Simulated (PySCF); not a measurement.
# Bromine: a sound run and one with changed settings

Sound run: Br²⁺ [Ar] 3d10 4s2 4p3, Br³⁺ [Ar] 3d10 4s2 4p2. Calculation: PySCF 2.14, in cc-pVDZ-DK (5s4p2d, 27 functions); the spin-free X2C one-electron Hamiltonian (Gaussian nucleus). In the sound run the correlated levels freeze [Ar] 3d10. The sound run starts from symmetry-adapted Hartree-Fock orbitals and uses a fine grid where one is needed.

Changed run: basis STO-3G, all-electron and non-relativistic. This setting is unsound on purpose.

```json
{"species": "Br²⁺", "method": "UHF", "sound run (hartree)": "-2603.15952", "changed run (hartree)": "-2543.59590", "converged": "yes"}
{"species": "Br²⁺", "method": "LDA", "sound run (hartree)": "-2601.11973", "changed run (hartree)": "-2541.02538", "converged": "yes"}
{"species": "Br²⁺", "method": "M06-2X", "sound run (hartree)": "-2605.01726", "changed run (hartree)": "-2544.83986", "converged": "yes"}
{"species": "Br²⁺", "method": "MP2", "sound run (hartree)": "-2603.21561", "changed run (hartree)": "-2543.59590", "converged": "yes"}
{"species": "Br³⁺", "method": "UHF", "sound run (hartree)": "-2601.88762", "changed run (hartree)": "-2542.29237", "converged": "yes"}
{"species": "Br³⁺", "method": "LDA", "sound run (hartree)": "-2599.82262", "changed run (hartree)": "-2539.70209", "converged": "yes"}
{"species": "Br³⁺", "method": "M06-2X", "sound run (hartree)": "-2603.73021", "changed run (hartree)": "-2543.51646", "converged": "yes"}
{"species": "Br³⁺", "method": "MP2", "sound run (hartree)": "-2601.93100", "changed run (hartree)": "-2542.30054", "converged": "yes"}
{"species": "Br³⁺", "method": "CCSD(T)", "sound run (hartree)": "-2601.94780", "changed run (hartree)": "-2542.30644", "converged": "yes"}
```

Ionisation energy of Br²⁺:

| method | sound run (eV) | changed run (eV) |
| --- | --- | --- |
| UHF | 34.610 | 35.471 |
| LDA | 35.296 | 36.009 |
| M06-2X | 35.022 | 36.012 |
| MP2 | 34.956 | 35.249 |
| SCS-MP2 | 34.835 | 35.204 |

A minimal basis cannot let orbitals breathe on ionisation and holds almost no correlation. The Hamiltonian changed with the basis, so the totals do not compare.

For comparison, NIST gives 34.871 ± 0.019 eV between the lowest levels.
